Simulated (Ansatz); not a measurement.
`N[Si](O)(Cl)[SbH2]` + `OC[SiH2]F` → `OC[SiH2][SbH2]` + `N[Si](O)(F)Cl`  (redistribution)

Computed with Ansatz on PBE0-D4/def2-TZVP structures; ΔE is electronic, products minus reactants. CCSD(T)/CBS adds triple-zeta CCSD(T) − MP2 to the extrapolated MP2 energy (def2 sets, frozen cores). DFT in def2-TZVPP. B3LYP here is the variant with VWN-RPA as its local correlation; programs differ in this. Elements past krypton have def2 core potentials. For Sb outer-core shells are correlated without core-valence functions, which leaves a few kJ/mol of doubt a bond. Each species was taken in one conformer, which may not be the lowest.

```tsv
level	ΔE (kJ/mol)	difference from CCSD(T)/CBS
PBE-D4	-29.4	1.7
r2SCAN-D4	-34.0	-2.9
PBE0-D4	-33.0	-1.9
B3LYP-D4	-27.3	3.8
ωB97X-V	-29.5	1.6
ωB97M-V	-30.6	0.5
B2PLYP	-29.1	2.0
PBE	-29.7	1.4
r2SCAN	-34.0	-2.9
PBE0	-33.3	-2.2
B3LYP	-27.8	3.3
HF/def2-TZVPP	-32.2	-1.1
MP2/def2-TZVPP	-30.7	0.4
SCS-MP2/def2-TZVPP	-28.7	2.4
CCSD/def2-TZVPP	-33.9	-2.8
CCSD(T)/def2-TZVPP	-33.9	-2.8
HF/def2-QZVPP	-32.1	-1.0
MP2/def2-QZVPP	-29.0	2.1
SCS-MP2/def2-QZVPP	-27.3	3.8
HF/CBS(def2)	-32.1	-1.0
MP2/CBS(def2)	-27.9	3.2
CCSD/CBS(def2)	-31.0	0.1
CCSD(T)/CBS	-31.1	0
```

Largest T1 diagnostic among the species: 0.013.

From PBE to PBE0 (25 % exact exchange), in def2-TZVPP and without D4, ΔE moves by −3.7 kJ/mol.
